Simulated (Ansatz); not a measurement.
CH8FNSi2 (`C[SiH](F)N[SiH3]`), relaxed with RKS PBE-D4/def2-SVP in Ansatz from a rough embedded geometry. The force threshold is 0.03 eV/Å; the program also tests the step.

The species carries charge 0 and has multiplicity 1.

Start:

```xyz
13

C    -0.863   -1.190    1.192
Si    0.676   -0.711    0.405
F     0.888   -1.561   -0.952
N     0.931    0.977    0.055
Si   -0.141    1.414   -1.222
H    -1.141   -0.561    2.061
H    -1.745   -1.032    0.491
H    -0.893   -2.191    1.478
H     1.771   -1.013    1.376
H     1.828    1.078   -0.223
H     0.231    0.739   -2.440
H     0.073    2.889   -1.356
H    -1.615    1.165   -0.865
```

Problem. By how much does the energy fall, and how many steps does the optimiser take? (An estimate is asked.)

Solution. Computed: 20.89 kcal/mol, in 9 steps.

Problem. Which bonds change most? (Estimate.)

Solution. Computed: N4–H10 from 0.945 to 1.026 Å; C1–Si2 from 1.794 to 1.868 Å; C1–H8 from 1.041 to 1.109 Å; Si5–H11 from 1.442 to 1.509 Å.

Problem. Give the relaxed structure. (Estimate.)

Solution. Ansatz gave: 
```xyz
13

C    -0.926   -1.144    1.168
Si    0.797   -0.879    0.498
F     1.108   -2.118   -0.546
N     0.951    0.663   -0.295
Si   -0.197    1.560   -1.280
H    -1.196   -0.357    1.902
H    -1.682   -1.137    0.357
H    -0.985   -2.129    1.676
H     1.869   -0.953    1.545
H     1.917    1.007   -0.348
H    -0.013    1.355   -2.764
H    -0.066    3.035   -1.005
H    -1.577    1.098   -0.907
```
